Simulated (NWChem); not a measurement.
## C₂H₄ClFSi

```
C
C 1 1.3352
H 2 1.0934 1 125.08
H 1 1.0976 2 116.18 3 0.00
Cl 2 1.7494 3 112.22 1 180.00
Si 1 1.8715 4 118.58 2 180.00
F 6 1.6322 1 106.21 4 0.00
H 6 1.4858 7 107.89 1 -120.06
H 6 1.4858 8 110.90 7 117.96
```
Charge 0, spin multiplicity 1.

Program: NWChem. The geometry was optimised at B3LYP/def2-SVP, a minimum by its harmonic frequencies. It is one conformer; others weren't searched.

The correlated methods keep 13 core orbitals frozen. The Pople sets run with spherical d functions. The structure started from a generated list of species.

Worked example. A B2PLYP run in 6-311G** ends its self-consistent part (53 % exact exchange, 47 % B88, 73 % LYP) at -927.58898 Ha, and second-order perturbation theory on those orbitals gives -0.88149 Ha unscaled.

The perturbative term enters with the weight 0.27: -927.58898 + 0.27·(-0.88149) = -927.82698 Ha is the total energy.
